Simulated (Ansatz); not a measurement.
C₂H₂N₂Si⁺, that is Si(CN)2H2 with one electron fewer. The state is a doublet with charge 1. Geometry r2SCAN-D4/def2-SVP, that of the neutral singlet; atoms count from 1.

```xyz
7

Si    0.387   -0.226   -0.378
C     0.250   -0.626    1.423
N     0.177   -0.889    2.555
C    -0.923    1.021   -0.764
N    -1.744    1.806   -1.024
H     0.136   -1.454   -1.168
H     1.718    0.368   -0.644
```

Estimate the Mulliken populations from the PBE0/def2-TZVP orbitals of Ansatz.


```csv
atom,charge (e),spin (α − β)
Si1,0.40,0.01
C2,-0.03,0.09
N3,0.15,0.28
C4,-0.03,0.09
N5,0.15,0.28
H6,0.18,0.13
H7,0.18,0.13
```
Mulliken values depend strongly on the basis.

Where does the spin sit?

Summed by element: Si 0.01, C 0.18, N 0.57, H 0.25, of 1 unpaired in all. Largest on single atoms: N3 0.28, N5 0.28, H7 0.13.

And the Mayer bond orders between heavy atoms (over 0.3)?

Si1–C2 0.96 (1.85 Å); Si1–C4 0.96 (1.85 Å); C2–N3 2.57 (1.16 Å); C4–N5 2.57 (1.16 Å).
